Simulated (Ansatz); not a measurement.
`[SiH3][SiH2][SiH]1[CH2][AlH]1` + `CBO` → `CBO[SiH2][SiH3]` + `[CH2]1[AlH][SiH2]1`  (cleavage of the Si–Si bond)

Calculated with Ansatz (gas phase, PBE0-D4/def2-TZVP geometries, no zero-point term in ΔE). CBS: MP2 limit from def2 TZ/QZ plus the TZ coupled-cluster correction, frozen cores. Functionals use def2-TZVPP. B3LYP here is the variant with VWN-RPA as its local correlation; programs differ in this. Each species was taken in one conformer, which may not be the lowest.

```
             level  ΔE (kJ/mol)  difference from CCSD(T)/CBS
            PBE-D4        -25.0                         22.4
         r2SCAN-D4        -41.2                          6.2
           PBE0-D4        -31.4                         16.0
          B3LYP-D4        -51.5                         -4.1
           ωB97X-V        -50.1                         -2.7
           ωB97M-V        -52.1                         -4.7
               PBE        -25.3                         22.1
            r2SCAN        -41.2                          6.2
              PBE0        -31.9                         15.5
    MP2/def2-TZVPP        -48.6                         -1.2
SCS-MP2/def2-TZVPP        -56.3                         -8.9
     HF/def2-QZVPP        -79.7                        -32.3
    MP2/def2-QZVPP        -49.7                         -2.3
      HF/CBS(def2)        -80.0                        -32.6
     MP2/CBS(def2)        -49.0                         -1.6
    CCSD/CBS(def2)        -52.6                         -5.2
       CCSD(T)/CBS        -47.4                            0
```

Largest T1 diagnostic among the species: 0.014.

From PBE to PBE0 (25 % exact exchange), in def2-TZVPP and without D4, ΔE moves by −6.6 kJ/mol. In def2-TZVPP, CCSD(T) changes the Hartree–Fock value by +30.4 kJ/mol (the triples alone add +5.2 kJ/mol) and MP2 by +28.8 kJ/mol.
